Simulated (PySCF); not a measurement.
# Computed records: CH$_{5}$Al$_{2}$B

All values are calculated (PySCF 2.14.0). Calculation on a computer-drawn molecule: optimised geometry and harmonic frequencies of an isolated molecule of the commonest isotopes, restricted reference for singlets and unrestricted otherwise, frozen core in MP2.

CH$_{5}$Al$_{2}$B

Start structure:
```xyz
9
CH5Al2B
B     -2.5432    -0.0935    -2.6875
C     -1.7484     0.5763    -1.7007
Al    -0.1855     1.8279    -1.8415
Al    -1.7721     0.9820     0.2258
H     -3.0819    -0.6100    -3.4316
H      1.3441     1.2832    -1.7109
H     -0.2535     3.3928    -2.1202
H     -2.6713     0.4954     1.4035
H     -0.5580     1.9750     0.7075
```

Settings of this run: charge 0, multiplicity 1, method HF and basis cc-pV(D+d)Z.

The calculation gives: rotational constants 7.641, 2.764, 2.03 GHz; total energy -549.2703 hartree; convergence status largest gradient component 4.378e-05 hartree/bohr.

Drawn bonds:
```tsv
atom	other atom	order
1	2	2
2	3	1
2	4	1
1	5	1
3	6	1
3	7	1
4	8	1
4	9	1
```

Optimised structure:
```xyz
9
CH5Al2B
B     -2.4035     0.3979    -2.2724
C     -1.4837     0.9652    -1.4291
Al    -0.0218     1.9100    -2.2398
Al    -1.7671     0.7423     0.4568
H     -3.1934    -0.0892    -2.9970
H      1.0860     2.5926    -1.3443
H      0.0885     2.0148    -3.8164
H     -3.0210    -0.0663     0.9886
H     -0.7537     1.3618     1.4980
```

Modes:
```tsv
frequency (cm⁻¹)	reduced mass (dalton)
105.1	2.971
131.1	3.574
138.5	1.013
145.4	1.526
165.2	1.853
466.4	4.059
522.5	1.143
623.1	1.465
640.5	1.156
667.1	1.228
771.2	2.703
814	1.336
844.8	1.047
872.3	1.069
954	2.31
1606	6.314
1965	1.049
1969	1.051
1984	1.033
1996	1.034
2929	1.138
```
